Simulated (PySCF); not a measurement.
Al(Cl)2(OMe) (CH₃AlCl₂O), SMILES C[O][Al]([Cl])[Cl].

Coordinates come from a PBE0-D3(BJ)/def2-SVP optimisation. The structure was generated by enumeration; whether it is a known compound was not checked. One conformer was computed; it need not be the lowest.

All values below come from PBE0-D3(BJ)/def2-SVP (PySCF 2.14.0).

Frequencies are harmonic and unscaled.

```
mode  ν (cm⁻¹)  IR (km/mol)  moving atoms (share of kinetic energy)
----  --------  -----------  --------------------------------------
1           72          4.2                 C 40 %, Cl 31 %, H 22 %
2           77          0.0                                  H 95 %
3           95          1.2         O 41 %, H 23 %, C 18 %, Al 10 %
4          148          7.5                 Cl 68 %, Al 15 %, O 9 %
5          233         62.4                 Al 68 %, O 21 %, Cl 9 %
6          239         21.1                  O 53 %, Cl 26 %, C 9 %
7          422         10.0                         Cl 69 %, O 17 %
8          637        194.2                        Al 69 %, Cl 31 %
9          782         82.7                 Al 53 %, C 22 %, O 16 %
10        1186         21.3                          H 72 %, C 21 %
11        1190          0.1                          H 77 %, C 19 %
12        1277        373.3                          O 59 %, C 32 %
13        1475          2.3                                  H 97 %
14        1478          2.2                                  H 94 %
15        1483         13.4                           H 90 %, C 9 %
16        3019         82.5                                  H 97 %
17        3106         34.2                          H 90 %, C 10 %
18        3116         28.7                          H 90 %, C 10 %
```
